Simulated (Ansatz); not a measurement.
`CC(=O)OBF` → `COC1OB1F`  (isomerisation)

Gas-phase electronic energies from Ansatz, PBE0-D4/def2-TZVP geometries. CCSD(T)/CBS is the MP2 limit (def2-TZVPP, def2-QZVPP) plus CCSD(T) − MP2 in def2-TZVPP, frozen cores. DFT in def2-TZVPP. Each species was taken in one conformer, which may not be the lowest.

```json
{"level": "PBE", "ΔE (kcal/mol)": "45.3"}
{"level": "HF/def2-QZVPP", "ΔE (kcal/mol)": "59.9"}
```

Task: What does CCSD(T)/CBS give? (An estimate is asked.)

Result: Computed: +49.3 kcal/mol. The listed levels differ from it by -4.0, 10.6 kcal/mol.

Largest T1 diagnostic among the species: 0.015.

In def2-TZVPP, CCSD(T) changes the Hartree–Fock value by −10.1 kcal/mol (the triples alone add −1.1 kcal/mol) and MP2 by −10.4 kcal/mol. From PBE to PBE0 (25 % exact exchange), in def2-TZVPP and without D4, ΔE moves by +2.5 kcal/mol.
